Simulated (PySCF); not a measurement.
Si(CCH)2(H)2, C4H4Si, SMILES [SiH2](C#C)C#C, B3LYP/def2-SVP optimised geometry.

```
9

Si    -1.34    -1.58     0.00
C      0.50    -1.58     0.00
C      1.72    -1.59     0.00
C     -1.97     0.14     0.00
C     -2.41     1.28     0.00
H     -1.83    -2.28     1.21
H     -1.83    -2.28    -1.21
H      2.79    -1.60     0.00
H     -2.79     2.28     0.00
```

Density from PySCF with B3LYP/def2-TZVP at that geometry.

Minimum of the electron density along straight lines between bonded atoms, close to the bond critical point (lines longer than 1.1 times the sum of covalent radii, or with two minima, are not listed):

```csv
bond,length / Å,ρ at the minimum / e bohr⁻³,∇²ρ there / e bohr⁻⁵,position (fraction from the first atom)
Si1–C2,1.837,0.119,0.29,0.39
C2–C3,1.217,0.415,-1.24,0.48
Si1–C4,1.837,0.119,0.29,0.39
C4–C5,1.217,0.415,-1.24,0.48
Si1–H6,1.488,0.123,0.13,0.49
Si1–H7,1.488,0.123,0.13,0.49
C3–H8,1.075,0.286,-1.06,0.67
C5–H9,1.075,0.286,-1.06,0.67
```
